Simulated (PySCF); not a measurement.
## Spin states and ions at one geometry of [Au(NH3)2]+

PySCF 2.14.0, RKS r2SCAN, Au def2-SVP with ECP60, N def2-SVP, H def2-SVP; non-relativistic Hamiltonian with scalar-relativistic core potentials where named; density fitting; no spin-orbit coupling; singlets restricted, open shells unrestricted. The geometry is relaxed for charge +1, singlet, vacuum:

```xyz
9

Au    0.0000    0.0000    0.0000
N     0.0000    0.0000    2.0618
H     0.8237    0.4755    2.4454
H    -0.8237    0.4755    2.4454
H     0.0000   -0.9511    2.4454
N     0.0000    0.0000   -2.0618
H     0.8237   -0.4755   -2.4454
H    -0.8237   -0.4755   -2.4454
H     0.0000    0.9511   -2.4454
```

Energies count from the relaxed state; an electron taken off or put on is at rest in vacuum. Charges and spins are Mulliken's.

Q: Order these states by energy, lowest first.
A. charge +2, doublet, vacuum
B. charge 0, doublet, vacuum
C. charge +1, triplet, vacuum
D. charge +1, singlet, vacuum

A: B (-2.92 eV), D (0.00 eV), C (5.74 eV), A (14.95 eV).

Q: How do charge and spin on the first atom follow?

A: 
```json
{"state": "charge +1, singlet, vacuum", "spin squared": "0.00", "charge on Au1 (e)": "0.17", "spin on Au1 (e)": "0.00", "dipole about the centre of mass (D)": "0.00"}
{"state": "charge +1, triplet, vacuum", "spin squared": "2.00", "charge on Au1 (e)": "0.26", "spin on Au1 (e)": "1.58", "dipole about the centre of mass (D)": "0.00"}
{"state": "charge +2, doublet, vacuum", "spin squared": "0.75", "charge on Au1 (e)": "0.84", "spin on Au1 (e)": "0.89", "dipole about the centre of mass (D)": "0.00"}
{"state": "charge 0, doublet, vacuum", "spin squared": "0.75", "charge on Au1 (e)": "-0.38", "spin on Au1 (e)": "0.55", "dipole about the centre of mass (D)": "0.00"}
```

With an electron taken off (doublet) the charges change, summed by element, by Au +0.67 e, N +0.05 e, H +0.29 e. The vertical ionisation energy is 14.95 eV, against −ε(HOMO) = 11.41 eV of the relaxed state. The level lies 3.5 eV too high, as is usual for semilocal functionals and global hybrids, which keep a self-interaction error.

With an electron put on (doublet) the charges change, summed by element, by Au -0.56 e, N +0.27 e, H -0.72 e. The vertical electron affinity is 2.92 eV, against −ε(LUMO) = 5.23 eV of the relaxed state.

Open shells may have lower solutions than those found.

No frequency check is given that shows the relaxed geometry to be a minimum.
